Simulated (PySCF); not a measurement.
Computed with PySCF 2.14.0, delta-SCF UKS SCAN, pcX-2 on the ionised atom, pcseg-1 elsewhere, spin-free X2C. Geometries: PBE0-D3(BJ)/def2-SVP; isolated species, one conformer each. Values against the vacuum level.

Question: Order these sites by rising N 1s binding energy.
A. N7 in `[SiH3:1][N:2]([SiH3:3])[c:4]1[cH:5][cH:6][n:7]([SiH3:8])[cH:9]1`
B. N4 in `[NH2:1][CH2:2][SiH2:3][NH:4][SiH3:5]`
C. Nitrogen in `[C-]#[N+]S`
D. Nitrogen in `[GeH2]([NH2])[NH2]`

Answer: B (403.72 eV), D (404.38 eV), A (405.28 eV), C (407.03 eV).

From the lowest up, the atoms are bonded to: H and 2 Si (403.72); 2 H and Ge (404.38); 2 C (aromatic in the SMILES) and Si (405.28); S and C (triple bond) (407.03).

Question: Rank by computed C 1s binding energy, lowest first.
A. Carbon in `[C-]#[N+]S`
B. C5 in `[SiH3:1][N:2]([SiH3:3])[c:4]1[cH:5][cH:6][n:7]([SiH3:8])[cH:9]1`
C. Carbon in `NC[SiH2]N[SiH3]`

Answer: B (289.59 eV), C (290.98 eV), A (292.41 eV).

From the lowest up, the atoms are bonded to: 2 C (aromatic in the SMILES) and H (289.59); N, 2 H and Si (290.98); N (triple bond) (292.41).

1 of these hole states is spin-contaminated (⟨S²⟩ 0.90, against 0.75; counted from 0.85) and less certain.
